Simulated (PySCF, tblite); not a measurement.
Compound: C6H7BF2.
Atom-mapped SMILES: `[F:1][B:2]([F:3])[C@@:4]12[C@H:5]3[CH2:6][C@@H:7]1[C@@H:8]2[CH2:9]3` (hydrogens: H10 on C5; H11, H12 on C6; H13 on C7; H14 on C8; H15, H16 on C9)

Jobs on this species (16 atoms, 66 electrons) with PySCF (density fitting) and tblite. Hardware of each: Arm Neoverse N1, one thread, no GPU, shared host. The host was shared with other jobs, so the times are rough.

| level and settings | work | basis functions | SCF cycles | wall time |
| --- | --- | --- | --- | --- |
| PBE0/pcSseg-1 | shieldings, ring-centre shieldings, charges and field gradients | 188 | ? | ? |
| GFN2-xTB | L-BFGS relaxation | – | – | 0.81 s |
| B3LYP/def2-SVPD | 8 singlets by full TDDFT, 3 Tamm–Dancoff triplets, polarisability, density and orbital grids written | 242 | 12 | 1.7 min |
| GFN2-xTB | Hessian by finite differences | – | – | 0.81 s |

Q: Fill in the missing figures.

A: 
- PBE0/pcSseg-1; shieldings, ring-centre shieldings, charges and field gradients: 51 s, 12 SCF cycles

Q: What do all jobs in the table cost together?

A: About 2.6 min; the longest takes about 66 % of that, and about 130 times as long as the shortest.
